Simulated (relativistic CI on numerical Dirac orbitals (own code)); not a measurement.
# Inner-shell lines of K I

Calculated at this level of theory: Dirac-Coulomb-Breit CI, orbitals from a KLI potential per configuration, a model potential for QED, valence Slater integrals scaled by 0.85 (own radial code, finite nucleus).

Configuration list (outside the closed core 1s2 2p6 3s2 3p6): 2s²4s, 2s4s4p, 2s4s5p, 2s4p², 2s4p5p, 2s²4p. Levels of other configurations are missing.

The table holds the strongest lines. The upper levels have an inner-shell vacancy. Auger decay, open to those above the ionisation limit, is not computed, and radiative decays to configurations outside the model are missing too. Absolute energies can be off by a few tenths of a per cent, so close lines can change order. LS names give the leading component, which can be well under half, for lower levels too. Brackets number the levels in order of energy.

```tsv
λ (Å)	Upper	Lower	A (s⁻¹)	gA (s⁻¹)
32.4402	2s4s4p ²P°1/2 [7]	2s²4s ²S1/2 [1]	4.28e+10	8.56e+10
32.4394	2s4s4p ²P°3/2 [8]	2s²4s ²S1/2 [1]	4.25e+10	1.70e+11
32.3274	2s4p² ⁴P3/2 [17]	2s²4p ²P°3/2 [3]	2.38e+08	9.54e+08
32.3228	2s4p² ²P1/2 [21]	2s²4p ²P°3/2 [3]	2.52e+10	5.05e+10
32.3223	2s4p² ²P1/2 [21]	2s²4p ²P°1/2 [2]	5.08e+10	1.02e+11
32.322	2s4p² ²P3/2 [22]	2s²4p ²P°3/2 [3]	6.26e+10	2.51e+11
32.3215	2s4p² ²P3/2 [22]	2s²4p ²P°1/2 [2]	1.30e+10	5.18e+10
32.2836	2s4p² ²D5/2 [23]	2s²4p ²P°3/2 [3]	2.44e+10	1.47e+11
32.2836	2s4p² ²D3/2 [24]	2s²4p ²P°3/2 [3]	4.35e+09	1.74e+10
32.2831	2s4p² ²D3/2 [24]	2s²4p ²P°1/2 [2]	1.96e+10	7.83e+10
32.2301	2s4s5p ²P°1/2 [14]	2s²4s ²S1/2 [1]	3.13e+09	6.26e+09
32.23	2s4s5p ²P°3/2 [15]	2s²4s ²S1/2 [1]	3.16e+09	1.26e+10
32.2252	2s4p² ²S1/2 [25]	2s²4p ²P°3/2 [3]	1.53e+10	3.06e+10
32.2248	2s4p² ²S1/2 [25]	2s²4p ²P°1/2 [2]	7.42e+09	1.48e+10
32.2058	2s4s5p ²P°1/2 [19]	2s²4s ²S1/2 [1]	6.09e+08	1.22e+09
32.2057	2s4s5p ²P°3/2 [20]	2s²4s ²S1/2 [1]	6.27e+08	2.51e+09
32.14	2s4p5p ²P1/2 [26]	2s²4p ²P°3/2 [3]	3.93e+08	7.87e+08
32.1399	2s4p5p ²P3/2 [27]	2s²4p ²P°3/2 [3]	9.99e+08	4.00e+09
32.1396	2s4p5p ²P1/2 [26]	2s²4p ²P°1/2 [2]	1.00e+09	2.00e+09
32.1395	2s4p5p ²P3/2 [27]	2s²4p ²P°1/2 [2]	3.25e+08	1.30e+09
32.1319	2s4p5p ²D3/2 [32]	2s²4p ²P°3/2 [3]	5.44e+08	2.18e+09
32.1314	2s4p5p ²D3/2 [32]	2s²4p ²P°1/2 [2]	2.76e+09	1.11e+10
32.1306	2s4p5p ²D5/2 [33]	2s²4p ²P°3/2 [3]	3.15e+09	1.89e+10
32.1251	2s4p5p ⁴S3/2 [37]	2s²4p ²P°3/2 [3]	1.00e+08	4.00e+08
32.1248	2s4p5p ²P1/2 [38]	2s²4p ²P°3/2 [3]	2.49e+08	4.98e+08
32.1243	2s4p5p ²P1/2 [38]	2s²4p ²P°1/2 [2]	1.42e+09	2.85e+09
32.124	2s4p5p ²P3/2 [39]	2s²4p ²P°3/2 [3]	1.36e+09	5.45e+09
32.1236	2s4p5p ²P3/2 [39]	2s²4p ²P°1/2 [2]	2.23e+08	8.91e+08
32.1215	2s4p5p ²S1/2 [40]	2s²4p ²P°3/2 [3]	2.57e+09	5.13e+09
32.121	2s4p5p ²S1/2 [40]	2s²4p ²P°1/2 [2]	7.58e+08	1.52e+09
32.1152	2s4p5p ²D5/2 [41]	2s²4p ²P°3/2 [3]	9.33e+08	5.60e+09
32.1151	2s4p5p ²D3/2 [42]	2s²4p ²P°3/2 [3]	1.65e+08	6.60e+08
32.1146	2s4p5p ²D3/2 [42]	2s²4p ²P°1/2 [2]	6.33e+08	2.53e+09
32.0939	2s4p5p ²S1/2 [43]	2s²4p ²P°3/2 [3]	2.19e+09	4.38e+09
32.0934	2s4p5p ²S1/2 [43]	2s²4p ²P°1/2 [2]	1.08e+09	2.15e+09
```
